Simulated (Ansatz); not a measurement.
Cartesian coordinates in Å:
```
C 2.3827 -0.8197 -0.1184
C 1.4061 0.0552 0.6547
B -0.0770 0.1660 0.1493
C -0.9941 1.3022 0.7353
C -0.9816 2.4792 -0.2530
C -0.6817 -0.8524 -0.8841
C -1.1548 -2.0854 -0.0949
H 2.0218 -1.8483 -0.2003
H 3.3668 -0.8562 0.3558
H 2.5257 -0.4494 -1.1371
H 1.3128 -0.3102 1.6916
H 1.8120 1.0676 0.7867
H -0.6502 1.6560 1.7133
H -2.0285 0.9595 0.8555
H -1.6141 3.2993 0.0951
H -1.3470 2.1786 -1.2389
H 0.0275 2.8796 -0.3865
H -1.5382 -0.4296 -1.4201
H 0.0477 -1.1745 -1.6343
H -1.9020 -1.8170 0.6574
H -0.3260 -2.5711 0.4274
H -1.6078 -2.8293 -0.7544
```

Charge 0, multiplicity 1.

(1) List the B3LYP/def2-TZVPP orbital energies in eV (Ansatz 0.2.0). (Estimate.)

Results:

(1) Computed: Occupied: -276.62, -276.58, -276.35, -276.03, -275.94, -275.93, -182.93, -20.97, -20.32, -20.23, -17.13, -16.59, -16.31, -12.63, -12.39, -12.15, -11.67, -11.45, -11.09, -10.35, -9.95, -9.81, -9.74, -9.46, -9.28, -9.26, -7.73, -7.68. Lowest empty: -0.50, 0.67, 1.42, 1.51, 1.62, 2.40, 2.49, 2.58.

B3LYP here is the variant with VWN-RPA as its local correlation; programs differ in this.
